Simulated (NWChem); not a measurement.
# Total energies of H₃BN

```xyz
5

B     -0.7819     0.3514     0.0000
N      0.5141    -0.1151     0.0000
H     -1.7711    -0.3425     0.0000
H      0.7572    -1.1025     0.0000
H      1.3243     0.4934     0.0000
```
Charge 0, spin multiplicity 2.

All runs are NWChem calculations. The geometry was optimised at UPBE0/def2-SVP, a minimum by its harmonic frequencies. It is one conformer; others weren't searched.

Basis set: 3-21G (24 functions).

```
method                         total energy (Ha)
-----------------------------  -----------------
UHF                                    -80.40589
UMP2                                   -80.55473
UB2PLYP                                -80.79246
UPBE                                   -80.79588
UB3LYP                                 -80.91761
ULC-wPBE (omega 0.3 per bohr)          -80.83442
```

Total energies of different functionals aren't comparable as a measure of quality: only differences taken within one method are. 

The correlated methods keep 2 core orbitals frozen. B3LYP has NWChem's definition, with VWN1-RPA local correlation. The structure started from a generated list of species. The unpaired electrons of the parent sit in orbitals of symmetry a' (Cs labels of the run); other states weren't searched. The stability of the SCF solutions was not checked. Open-shell Hartree-Fock references start from PBE0 orbitals.
